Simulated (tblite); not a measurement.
Species: C₈H₈O.
SMILES with atom numbers: `[OH:1][C:2]1=[CH:3]/[CH:4]=[CH:5]\[CH:6]=[CH:7]/[CH:8]=[CH:9]\1` (hydrogens: H10 on O1; H11 on C3; H12 on C4; H13 on C5; H14 on C6; H15 on C7; H16 on C8; H17 on C9)

Structure used (GFN2-xTB), in Å, numbered top down from 1:
```xyz
17
C8H8O angstrom
O      2.3264    1.4498    0.5711
C      1.3535    0.6408    0.0518
C      1.3925   -0.6881    0.1504
C      0.4325   -1.6194   -0.4397
C     -0.8827   -1.6246   -0.2485
C     -1.6354   -0.7069    0.6088
C     -1.6586    0.6170    0.5118
C     -0.9505    1.4137   -0.4928
C      0.3577    1.4193   -0.7066
H      2.9788    0.9173    1.0422
H      2.2376   -1.1538    0.6499
H      0.8815   -2.4127   -1.0281
H     -1.4780   -2.4142   -0.6935
H     -2.2670   -1.1964    1.3425
H     -2.3052    1.1904    1.1665
H     -1.5827    2.0828   -1.0660
H      0.7927    2.0971   -1.4299
```

Level: GFN2-xTB in tblite, geometry and Hessian alike; calculated harmonic values, unscaled, isolated species. Errors from tens to a few hundred cm⁻¹ against measured bands are possible. One conformer, not necessarily the lowest.

Harmonic wavenumbers (cm⁻¹): 106.4, 178.7, 199.4, 237.3, 272.7, 321.3, 400.0, 453.4, 491.9, 556.1, 625.4, 641.0, 729.8, 761.0, 804.7, 811.3, 836.1, 892.5, 900.0, 913.2, 918.6, 967.2, 1001.5, 1067.0, 1153.0, 1193.1, 1201.2, 1211.0, 1228.5, 1299.7, 1342.9, 1355.7, 1391.1, 1694.5, 1700.1, 1703.1, 1728.0, 3002.0, 3014.6, 3017.2, 3024.3, 3030.4, 3034.8, 3053.3, 3515.4.

A = 2594, B = 1616, C = 1152 MHz; mass 120.058 u (most abundant isotopes); point group C1, symmetry number 1.

Question: Zero-point energy?

Answer: Half the sum of the wavenumbers: 28990 cm⁻¹ = 82.89 kcal/mol.

Question: Give the ideal-gas entropy at 273.15 K and 1 bar in the rigid-rotor, harmonic-oscillator model (classical rotation).

Answer: Translation 39.85, rotation 28.33, vibration 16.34: S = 84.5 cal/(mol K).

Question: And Cp and H(273.15 K) − H(0)?

Answer: Cp = 31.40 cal/(mol K), of which vibrations give 23.45 (their classical limit is 45 R = 89.4); H(273.15 K) − H(0) = 4.92 kcal/mol without the zero-point energy, 2.75 from vibrations.

Question: Blend soft modes into free rotors: weight 1/[1 + (100 cm⁻¹/ν̃)⁴] for the oscillator and the rest for a rotor with moment μB/(μ + B), μ = h/(8π²ν), B = 10⁻⁴⁴ kg m². What vibrational entropy results?

Answer: 16.17 cal/(mol K) in place of 16.34, which changes −T·S at 273.15 K by +0.05 kcal/mol.

Question: How do the functions run with temperature in this model?

Answer: 
```json
{"T (K)": "150", "S (cal/(mol K))": "69.9", "Cp (cal/(mol K))": "18.9", "H − H(0) (kcal/mol)": "1.84", "G − H(0) (kcal/mol)": "-8.65", "ln q(vib)": "1.09"}
{"T (K)": "250", "S (cal/(mol K))": "81.8", "Cp (cal/(mol K))": "29.0", "H − H(0) (kcal/mol)": "4.22", "G − H(0) (kcal/mol)": "-16.24", "ln q(vib)": "2.74"}
{"T (K)": "298.15", "S (cal/(mol K))": "87.4", "Cp (cal/(mol K))": "34.0", "H − H(0) (kcal/mol)": "5.74", "G − H(0) (kcal/mol)": "-20.32", "ln q(vib)": "3.63"}
{"T (K)": "400", "S (cal/(mol K))": "98.8", "Cp (cal/(mol K))": "43.8", "H − H(0) (kcal/mol)": "9.71", "G − H(0) (kcal/mol)": "-29.80", "ln q(vib)": "5.65"}
{"T (K)": "600", "S (cal/(mol K))": "119.5", "Cp (cal/(mol K))": "58.2", "H − H(0) (kcal/mol)": "20.02", "G − H(0) (kcal/mol)": "-51.67", "ln q(vib)": "9.88"}
{"T (K)": "900", "S (cal/(mol K))": "145.8", "Cp (cal/(mol K))": "71.3", "H − H(0) (kcal/mol)": "39.64", "G − H(0) (kcal/mol)": "-91.60", "ln q(vib)": "16.14"}
```

q(vib) and H(0) count from the zero-point level.

Question: Which modes carry the vibrational entropy at 273.15 K?

Answer: 106.4 cm⁻¹: 3.16; 178.7 cm⁻¹: 2.18; 199.4 cm⁻¹: 1.98; 237.3 cm⁻¹: 1.67; 272.7 cm⁻¹: 1.43; 321.3 cm⁻¹: 1.16 cal/(mol K); the other 39 give 4.75 together.

Hindered rotation and anharmonicity are outside this model. Other conformers, if any are populated, would add a mixing term that is left out. The structure is chiral; the term R ln 2 for an equal mix with its mirror image is left out.
